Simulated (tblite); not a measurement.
Compound: C4H5F3S.
Numbering: `[CH3:1][C@@H:2]1[S:3][C@H:4]1[C:5]([F:6])([F:7])[F:8]` (hydrogens: H9, H10, H11 on C1; H12 on C2; H13 on C4)

Computed with GFN2-xTB (tblite), gas phase: nudged elastic band of 9 images (0 to 8), spring 0.2 eV/Å², climbing image at the end, force threshold 0.05 eV/Å. No saddle search or frequency run followed, so the top image need not be a first-order saddle, and its height can exceed the method's true barrier by a kcal/mol or more.

The band describes a rotation about C4–C5 (sp3 carbon bound to sulfur, CF3 carbon), followed by the dihedral S3–C4–C5–F8, from the optimised start (-78°) to a second optimised geometry at 44°.

Q: How does the energy change from image to image?

A: 
```csv
image,dihedral (°),E (kJ/mol),C4–C5 (Å),S3···F8 (Å),largest true force (eV/Å)
0,-78,0.00,1.507,3.37,0.01
1,-63,1.13,1.508,3.23,0.05
2,-48,3.16,1.511,3.10,0.05
3,-32,4.94,1.513,3.01,0.05
4,-17,5.49,1.514,2.95,0.04
5,-2,4.57,1.513,2.92,0.04
6,14,2.65,1.510,2.92,0.04
7,29,0.77,1.508,2.97,0.04
8,44,0.00,1.507,3.08,0.01
```

Barriers of this band. The top is image 4 at -17°: 5.5 kJ/mol in either direction, as the ends lie within 0.002 eV of each other. The central bond is 0.007 Å longer at the top than at the start.

Q: What rate follows at 200 K for crossing this barrier forward?

A: Taking the electronic barrier for the free energy of activation (no zero-point or entropy terms, transmission 1), rate = (kT/h)·exp(−ΔE/kT) ≈ 2 × 10^11 s⁻¹, whose inverse is 7 × 10^-12 s. An error of 1 kcal/mol in the barrier changes this by a factor of 12, and the method and the loose band can each miss by that much or more. The barrier is only 3.3 kT, where transition-state theory is rough.

Q: How long is the path, and how are the images spaced?

A: Cartesian distances between aligned neighbours (all atoms, Å): 0.48, 0.49, 0.49, 0.49, 0.49, 0.49, 0.49, 0.48; the sum is 3.91 Å, and the top lies 50 % of the way along.

What follows is the cost of the whole band run. Hardware: one thread, Arm Neoverse N1 (aarch64), shared host. Cost: 3.0 s of wall time, 0.18 GiB resident at most.
